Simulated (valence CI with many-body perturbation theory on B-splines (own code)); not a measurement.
**Which ion has this spectrum?**

A relativistic CI+MBPT calculation for an atom or ion with 6 electrons gives these levels (eV):

```
J  Parity       E     g
0    even   0.000      
1    even   0.315  1.50
2    even   0.794  1.50
2    even   6.576  1.00
0    even  13.390      
2     odd  18.615  2.00
3     odd  36.237  1.33
2     odd  36.245  1.17
1     odd  36.263  0.50
1     odd  42.668  1.50
0     odd  42.674      
2     odd  42.682  1.50
2     odd  54.638  1.00
1     odd  55.448  1.99
```

The energies are calculated, with errors of perhaps 200 cm⁻¹, more in some levels.

Which is it?
A. Na5+
B. Mg6+
C. Cl11+
D. Si8+

D. Si8+, ground level 2s2.2p2 3P_0.
